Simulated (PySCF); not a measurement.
This script is equivalent to a calculation on Pd (palladium, neutral).

```python
from pyscf import gto, scf, dft, mp, cc
import basis_set_exchange as bse
mol = gto.M(atom="Pd 0 0 0", charge=0, spin=0, symmetry="D2h",
            basis=gto.basis.parse(bse.get_basis("x2c-QZVPPall", elements=["Pd"], fmt="nwchem", augment_diffuse=1)),
            nucmod="G")
mf = dft.UKS(mol, xc="M06").sfx2c1e()
mf.irrep_nelec = {'Ag': (8, 8), 'B1g': (2, 2), 'B2g': (2, 2), 'B3g': (2, 2), 'B1u': (3, 3), 'B2u': (3, 3), 'B3u': (3, 3)}
mf.kernel()
```

Task: What total energy does it give?

Result: -5045.41 hartree (calculated).

Task: Which occupied shell lies highest, and where?

Result: 4d, at -5.614 eV.
